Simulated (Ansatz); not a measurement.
H3FSi2, SMILES `F[Si][SiH3]` (lower singlet) (charge 0, multiplicity 1). This singlet lies 1.07 eV below the relaxed triplet at the level frozen-core CCSD(T)/cc-pVTZ // PBE0-D3(BJ)/def2-TZVP (Ansatz, a quantum-chemistry and plane-wave program).

Computed with Ansatz with B3LYP/cc-pVTZ // PBE0-D3(BJ)/def2-TZVP.

Ansatz 0.2 input:
```yaml
crystal:
  periodic: [false, false, false]
  atoms:
    - { symbol: F, position_ang: [2.417337, 0.508288, -0.347001] }
    - { symbol: Si, position_ang: [1.675396, -0.756556, 0.333825] }
    - { symbol: Si, position_ang: [-0.633412, -0.020971, 0.032868] }
    - { symbol: H, position_ang: [-1.361777, -1.062837, -0.752006] }
    - { symbol: H, position_ang: [-0.808716, 1.295472, -0.641866] }
    - { symbol: H, position_ang: [-1.28883, 0.036605, 1.374179] }
basis:
  gaussian: { orbitals: cc-pVTZ }
hamiltonian:
  xc: b3lyp
```

Output:

```
Functional definition: B3LYP
894 factors; their error is unknown
mean field evaluation 1: about -18521.2399 eV, gradient 3.7e1 eV
mean field evaluation 2: about -18515.7596 eV, gradient 7.2e1 eV
mean field evaluation 4: about -18523.5537 eV, gradient 2.3e0 eV
mean field evaluation 8: about -18523.6108 eV, gradient 2.4e-2 eV
mean field -18523.61080004 eV, -680.7301411473 hartree, gradient 6.0e-5 eV, S^2 0.000000; 0 other end points of the search recorded, 0 dependent functions left out
reference -18523.61103240 eV, -680.7301496862 hartree; 20, 20 occupied and 120, 120 virtual orbitals, 894 factors
Total energy: -18523.61103240 eV, -680.7301496862 hartree
```
